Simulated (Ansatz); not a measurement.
`NB1C[SiH2]1`, relaxed with RKS PBE0-D4/def2-TZVP in the Gaussian-basis code of Ansatz from a PBE-D4/def2-SVP geometry. The force threshold is 0.005 eV/Å; the program also tests the step.

The species carries charge 0 and has multiplicity 1.

Start:

```xyz
10

N     0.933   -1.674   -0.204
B     0.175   -0.521   -0.066
C     0.016    0.891   -0.715
Si   -0.941    0.722    0.964
H     0.886   -2.455    0.453
H     1.582   -1.826   -0.981
H     0.885    1.560   -0.869
H    -0.700    0.966   -1.559
H    -0.406    1.477    2.149
H    -2.430    0.859    0.828
```

**Question.** By how much does the energy fall, and how many steps does the optimiser take? (Estimate.)

**Answer.** The calculation gave: 0.04 eV, in 13 steps, 2 of them rejected.

**Question.** Which bonds change most? (Estimate.)

**Answer.** Ansatz gave: C3–Si4 from 1.941 to 1.905 Å; Si4–H9 from 1.503 to 1.484 Å; C3–H8 from 1.109 to 1.090 Å; B2–Si4 from 1.963 to 1.945 Å.

**Question.** Give the relaxed structure. (An estimate is asked.)

**Answer.** The calculation gave: 
```xyz
10

N     0.903   -1.673   -0.221
B     0.226   -0.495   -0.005
C     0.013    0.888   -0.696
Si   -0.921    0.745    0.958
H     0.870   -2.448    0.418
H     1.475   -1.836   -1.036
H     0.855    1.578   -0.752
H    -0.585    0.921   -1.607
H    -0.434    1.605    2.065
H    -2.402    0.716    0.876
```
